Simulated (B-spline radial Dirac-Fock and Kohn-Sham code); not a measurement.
## What relativity does to the binding energies of Os⁵⁺

System: osmium as Os⁵⁺, configuration [Xe] 4f14 5d3.

Both columns are ΔSCF binding energies of the configuration average from a radial atomic solver: non-relativistic Hartree-Fock with a point nucleus, and Dirac-Fock with a finite nucleus and the Coulomb interaction alone, averaged over the two j levels with weights 2j+1.

| shell | Hartree-Fock (eV) | Dirac-Fock (eV) | shift (eV) | shift (%) |
| --- | --- | --- | --- | --- |
| 1s | 67949.8 | 74327.3 | +6377.47 | +9.39 |
| 2s | 11401.3 | 13100.6 | +1699.24 | +14.90 |
| 2p | 10922.9 | 11490.7 | +567.83 | +5.20 |
| 3s | 2723.2 | 3144.9 | +421.68 | +15.48 |
| 3p | 2500.0 | 2658.5 | +158.53 | +6.34 |
| 3d | 2088.0 | 2070.0 | -17.99 | -0.86 |
| 4s | 638.5 | 742.8 | +104.31 | +16.34 |
| 4p | 542.9 | 579.7 | +36.81 | +6.78 |
| 4d | 368.8 | 363.6 | -5.15 | -1.40 |
| 4f | 137.6 | 126.0 | -11.58 | -8.42 |
| 5s | 149.2 | 167.6 | +18.46 | +12.37 |
| 5p | 116.4 | 121.3 | +4.91 | +4.22 |
| 5d | 70.05 | 68.48 | -1.57 | -2.24 |

Relativity binds 1s, 2s, 2p, 3s, 3p, 4s, 4p, 5s, 5p more strongly, among those listed most of all 4s in relative terms, and 3d, 4d, 4f, 5d more weakly, because the contracted s and p shells screen the nucleus better.

Values without a named source are computed, but for edge energies of neutral atoms, which are taken from tables.
